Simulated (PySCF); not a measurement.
Task: What does the PBE0-D3(BJ)/def2-SVP structure of `[NH2][W]([NH2])(=[O])=[O]` (WO2(NH2)2) look like in three dimensions? (Singlet state.)

Result: 
```xyz
9
H4N2O2W angstrom
W      0.5238    0.0007    0.3727
O      0.4654    0.0062    2.0838
O      2.1128   -0.0030   -0.2634
N     -0.3645    1.6136   -0.2609
H     -0.1117    2.1117   -1.1094
H     -1.0747    2.1169    0.2627
N     -0.3660   -1.6145   -0.2530
H     -1.0741   -2.1213    0.2698
H     -0.1112   -2.1103   -1.1023
```

Orientation and origin are arbitrary. Atoms count from 1 in this order. N4 (nitrogen bonded to W and 2 H) is planar (angles 124.4°, 124.2° and 111.2°, sum 359.7°, 0.04 Å off the plane of its three neighbours). W1 (tungsten bonded to 2 N and 2 O) is distorted tetrahedral (angles from 107.6° to 113.8°).

Bonds between heavy atoms (Å): W1–O2 1.712, W1–O3 1.712, W1–N4 1.947, W1–N7 1.947.

The calculation used PBE0-D3(BJ)/def2-SVP geometry optimisation, gas phase, def2 core potentials past Kr in PySCF 2.14.0.

Point group: C2v (every atom within 0.08 Å of its image). No frequency check. Torsions: O2–W1–N4–H 148° and -25°, O2–W1–N7–H 25° and -149°.

The run took 51 s of wall time on one thread, Arm Neoverse V1, on a shared host. These figures are those of the optimisation.
